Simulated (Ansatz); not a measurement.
The inner images of a band of CH4 + CH5AlFN (14 atoms, charge 0, multiplicity 1) are given out of order.

Computed with RKS CAM-B3LYP-D4/cc-pVDZ (Ansatz).

Initial state:

```xyz
14
Properties=species:S:1:pos:R:3
Al -0.879 0.316 -0.601
N 0.025 1.306 -1.762
C -1.003 -1.618 -0.628
F -1.776 1.183 0.548
H 1.549 0.658 0.727
C 1.221 0.314 1.720
H 0.585 0.944 -2.527
H 0.049 2.321 -1.758
H -0.251 -2.078 -1.287
H -0.876 -2.035 0.383
H -1.997 -1.933 -0.984
H 1.284 -0.781 1.775
H 1.880 0.758 2.478
H 0.189 0.644 1.915
```

Final state:

```xyz
14
Properties=species:S:1:pos:R:3
Al -0.464 0.125 0.285
N 0.532 1.126 -1.252
C -1.047 -1.545 -0.574
F -1.665 1.358 0.354
H 1.474 1.442 -1.015
C 0.836 0.157 1.759
H 0.582 0.613 -2.134
H -0.044 1.958 -1.408
H -0.194 -2.170 -0.894
H -1.643 -2.166 0.117
H -1.679 -1.367 -1.462
H 1.745 -0.428 1.528
H 1.157 1.180 2.019
H 0.411 -0.282 2.678
```

**Question.** Put them in order from the first end to the last, with their energies above the first end.
A.
```xyz
14
Properties=species:S:1:pos:R:3
Al -0.552 0.116 0.215
N 0.556 1.186 -1.193
C -1.094 -1.610 -0.543
F -1.785 1.305 0.356
H 1.433 1.387 -0.708
C 0.826 0.179 1.616
H 0.787 0.762 -2.092
H 0.098 2.083 -1.372
H -0.240 -2.174 -0.960
H -1.503 -2.236 0.270
H -1.872 -1.552 -1.321
H 1.718 -0.412 1.334
H 1.168 1.207 1.835
H 0.461 -0.241 2.566
```
B.
```xyz
14
Properties=species:S:1:pos:R:3
Al -0.622 0.139 0.119
N 0.515 1.228 -1.187
C -1.102 -1.643 -0.518
F -1.868 1.250 0.494
H 1.184 1.176 -0.402
C 0.882 0.242 1.427
H 0.926 0.845 -2.038
H 0.256 2.203 -1.343
H -0.233 -2.183 -0.931
H -1.440 -2.225 0.359
H -1.912 -1.683 -1.262
H 1.771 -0.385 1.220
H 1.253 1.232 1.758
H 0.391 -0.197 2.304
```
C.
```xyz
14
Properties=species:S:1:pos:R:3
Al -0.846 0.281 -0.407
N 0.178 1.245 -1.507
C -1.111 -1.633 -0.547
F -1.840 1.207 0.605
H 1.128 0.768 0.429
C 1.205 0.361 1.452
H 0.857 0.874 -2.162
H 0.255 2.256 -1.454
H -0.224 -2.158 -0.937
H -1.403 -2.109 0.402
H -1.932 -1.808 -1.262
H 1.973 -0.422 1.446
H 1.494 1.199 2.096
H 0.266 -0.060 1.845
```
D.
```xyz
14
Properties=species:S:1:pos:R:3
Al -0.904 0.314 -0.559
N 0.075 1.286 -1.677
C -1.087 -1.614 -0.608
F -1.836 1.200 0.544
H 1.400 0.741 0.631
C 1.270 0.321 1.640
H 0.677 0.913 -2.403
H 0.132 2.299 -1.658
H -0.213 -2.109 -1.059
H -1.233 -2.025 0.403
H -1.971 -1.898 -1.204
H 1.757 -0.661 1.696
H 1.730 1.008 2.363
H 0.203 0.226 1.891
```
E.
```xyz
14
Properties=species:S:1:pos:R:3
Al -0.677 0.191 -0.061
N 0.462 1.229 -1.201
C -1.084 -1.656 -0.500
F -1.866 1.217 0.590
H 0.993 0.918 0.002
C 1.020 0.349 1.297
H 0.902 0.862 -2.044
H 0.253 2.219 -1.340
H -0.216 -2.184 -0.927
H -1.410 -2.219 0.389
H -1.902 -1.713 -1.238
H 1.862 -0.356 1.219
H 1.360 1.260 1.814
H 0.302 -0.117 2.001
```

**Answer.** D (+1.9 kJ/mol), C (+15.9 kJ/mol), E (+124.4 kJ/mol), B (+18.0 kJ/mol), A (-19.3 kJ/mol).

Time of the run: 4.2 min on 4 threads of Arm Neoverse N1, on a shared host, peak memory 0.35 GiB.
